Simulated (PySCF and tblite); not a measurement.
Values are calculated unless marked as measured or tabulated.
2‐bromophenol, C₆H₅BrO, numbered as in [OH:1][c:2]1[cH:3][cH:4][cH:5][cH:6][c:7]1[Br:8]. Geometries GFN2-xTB; weights from B3LYP-D3(BJ)/def2-SVP (IEF-PCM, chloroform) energies and GFN2-xTB thermal corrections, with symmetry numbers and mirror pairs. Conformers within 3 kcal/mol (GFN2-xTB free energy) were kept, 10 at most. GIAO shieldings: mPW1PW91/pcSseg-1 (IEF-PCM, chloroform). Shifts are against TMS (¹H), TMS (¹³C) at the same level. Codes: tblite and PySCF.

Torsions listed: H1–O1–C2–C3.

```tsv
conformer	shape	point group	mirror pair	ΔE(DFT)	Δ(G−E) at 230 K	δ H3 (ppm)
1	180°	Cs	no	0.00	0.00	7.43
2	0°	Cs	no	1.70	-0.01	7.18
```

Energies in kcal/mol; the thermal term leaves out symmetry numbers and mirror images.

**Question.** Work out the weights at 230 K and the ¹H shift of H3 under fast exchange.

**Answer.** RT = 0.457 kcal/mol. Each conformer gets RT ln(σ/g), with σ the rotational symmetry number and g = 2 for a mirror pair: 1: σ = 1, g = 1, G = 0.00 + 0.00 + 0.00 = 0.00, 0.00 above the lowest, exp(−ΔG/RT) = 1.000; 2: σ = 1, g = 1, G = 1.70 − 0.01 + 0.00 = 1.70, 1.70 above the lowest, exp(−ΔG/RT) = 0.024. The sum is 1.024, so the weights are 97.6, 2.4 %. The averaged shift is 7.43 ppm. At 298.15 K it is 7.42 ppm. At 298.15 K the leading conformer alone gives 7.43 ppm and bare DFT energies give 7.42 ppm.

Spin–orbit effects of the heavy atoms on shieldings are missing.
